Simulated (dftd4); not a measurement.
H₂Si, charge +1, doublet, at a GFN2-xTB geometry (a state made from the parent by changing its charge; the spin is typed, not shown lowest); dftd4 4.2.0 with D4 for b97d.

The dftd4 input:
```
$ dftd4 mol.xyz --func b97d --charge 1 --json dftd4.json --noedisp --property

# file mol.xyz
3

Si    -0.00145387     0.07386784     0.00432301
H     -1.33576333    -0.54636664     0.01759822
H      1.35611754    -0.48778307    -0.07812031
```

The log (banner, timings and long lists left out):

```
                    ____  _____ _____     ____  _  _
      -------------|  _ \|  ___|_   _|---|  _ \| || |------------
     |             | | | | |_    | | ___ | | | | || |_           |
     |             | |_| |  _|   | ||___|| |_| |__   _|          |
     |             |____/|_|     |_|     |____/   |_|            |
     |             ===================================           |
     |            E. Caldeweyher, S. Ehlert & S. Grimme          |
     |          Mulliken Center for Theoretical Chemistry        |
     |                    University of Bonn                     |
      -----------------------------------------------------------

Rational (Becke-Johnson) damping: b97d-D4-ATM
---------------------
  s6         1.0000
  s8         1.6946
  s9         1.0000
  a1         0.2890
  a2         4.1341
 alp        16.0000
--------------------

Atomic data, radii in Ångström:
------------------------------------------------------
   Z          R(cov)      r4/r2   hardness         EN
------------------------------------------------------
  14 Si       1.3867     2.5839     0.3054     1.9000
   1 H        0.4267     1.0622     0.4726     2.2000
------------------------------------------------------

Atomic reference systems (in atomic units):
----------------------------------------------------------------------------
   Z        #      CN     q+Z       C6(AA)   #      CN     q+Z       C6(AA)
----------------------------------------------------------------------------
  14 Si     1  0.0000 14.0000     321.4498   2  0.8915 14.0165     270.4983
            3  1.8234 13.9936     236.2774   4  2.8003 13.9692     228.3542
            5  3.6668 13.9341     158.2713
   1 H      1  0.0000  1.0000       7.6362   2  0.8942  1.0000       3.0374
----------------------------------------------------------------------------

Atomic properties (in atomic units):
----------------------------------------------------------------------------
     #    Z              CN          q      C6(AA)        C8(AA)   alpha(0)
----------------------------------------------------------------------------
     1   14 Si       1.8321     0.4905    208.2162    14893.0028    29.9392
     2    1 H        0.9160     0.2547      0.8600       10.3957     1.4504
     3    1 H        0.9160     0.2547      0.8600       10.3957     1.4504
----------------------------------------------------------------------------

Molecular properties (in atomic units):
----------------------------------------
 molecular C6                 263.4417
 molecular C8               16457.3288
----------------------------------------

Dispersion energy:      -1.9384384462403E-03 Eh

[Info] JSON dump of results written to 'dftd4.json'
```
